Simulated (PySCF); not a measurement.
Sc (scandium, neutral) across methods

[Ar] 3d3, high-spin 4F determinant (an excited configuration). Calculation: PySCF 2.14, in aug-cc-pwCVTZ-DK; the spin-free X2C one-electron Hamiltonian (Gaussian nucleus).

```csv
method,E (hartree),mean ε 3p α (eV),mean ε 3p β (eV),mean ε 3d α (eV),Σ⟨r²⟩ (bohr²),⟨S²⟩
UHF,-763.11391,-39.583,-36.210,-3.649,43.94,3.753
revPBE,-763.987,-29.778,-28.335,-1.205,50.47,3.750
LDA,-762.098,-29.749,-28.352,-1.231,49.14,3.750
r2SCAN,-764.029,-30.546,-28.757,-1.140,48.39,3.751
PBE,-763.858,-29.775,-28.324,-1.215,50.14,3.750
MN15,-764.380,-32.871,-31.377,-2.106,45.80,3.751
wB97M-V,-763.993,-34.531,-32.762,-3.612,45.75,3.751
PBE0,-763.876,-32.300,-30.391,-1.819,47.10,3.751
```
